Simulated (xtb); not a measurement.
BeHF, SMILES [BeH][F]. All values are semi-empirical tight-binding results from xtb (GFN2-xTB unless named), good for trends rather than for accurate numbers. Coordinates come from a GFN2-xTB optimisation.

Optimised geometry:

```xyz
3

Be     0.0000     0.0000    -0.7929
H      0.0000     0.0000    -2.0556
F      0.0000     0.0000     0.5808
```
Charge 0, spin multiplicity 1.

For metal compounds this method's bond lengths and energies can be far off.

Problem. Estimate the properties. (The exact figures need the calculation; the answer reports its results.)

Solution. 
point group as xtb finds it: C∞v
orbital gap: 7.12 eV
zero-point energy: 5.8 kcal/mol
G − E(el) at 298.15 K (modified RRHO): -6.8 kcal/mol

Computed IR lines (harmonic; lines under 4 % of the strongest left out, lines within 3 cm⁻¹ merged):
ν (cm⁻¹): 383 (vs), 1140 (w), 2144 (m) (against the strongest line: vs over 80 %, s over 45 %, m over 15 %, w over 4 %, vw less)

Computed atomic charges and the Wiberg bond orders between heavy atoms:
charges (e) Be1 0.58, H2 -0.19, F3 -0.39. Bond orders Be1–F3 1.08.
